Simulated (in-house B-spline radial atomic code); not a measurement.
# Sc⁴⁺: [Ne] 3s1 3p5 5d1 (an excited or competing configuration)

Level of theory: Dirac-Hartree-Fock, average of configuration, Fermi nucleus of rms radius 3.5459 fm; calculated with a radial B-spline atomic code at the basis-set limit.

Screening seen three ways: the hydrogenic charge with the same mean radius, Z_r = [3n² - l(l+1)]/(2<r>), the one with the same energy, Z_e = n√(-2ε), and Slater's rules. Values are occupation-weighted means over j.

| shell | electrons | ε (eV) | <r> (bohr) | Z_r | Z_e | Slater |
| --- | --- | --- | --- | --- | --- | --- |
| 1s | 2 | -4618.5 | 0.07298 | 20.55 | 18.42 | 20.70 |
| 2s | 2 | -599.02 | 0.3405 | 17.62 | 13.27 | 16.85 |
| 2p | 6 | -502.44 | 0.3057 | 16.35 | 12.15 | 16.85 |
| 3s | 1 | -135.85 | 1.009 | 13.39 | 9.48 | 10.45 |
| 3p | 5 | -105.63 | 1.063 | 11.76 | 8.36 | 10.45 |
| 5d | 1 | -16.348 | 5.675 | 6.08 | 5.48 | 5.00 |

The least bound orbital is 5d5/2 at -16.35 eV, and it is also the most diffuse (<r> = 5.676 bohr).

Spin-orbit splittings of the orbital energies (j = l + 1/2 above j = l - 1/2 when positive): 2p 4.772 eV, 3p 0.6481 eV, 5d 0.005445 eV.

For the 1s electron the small component carries 0.565 % of the norm, the zero-frequency Breit interaction raises the level by 4.211 eV, self-energy by 1.975 eV, and vacuum polarisation lowers it by 0.1497 eV.
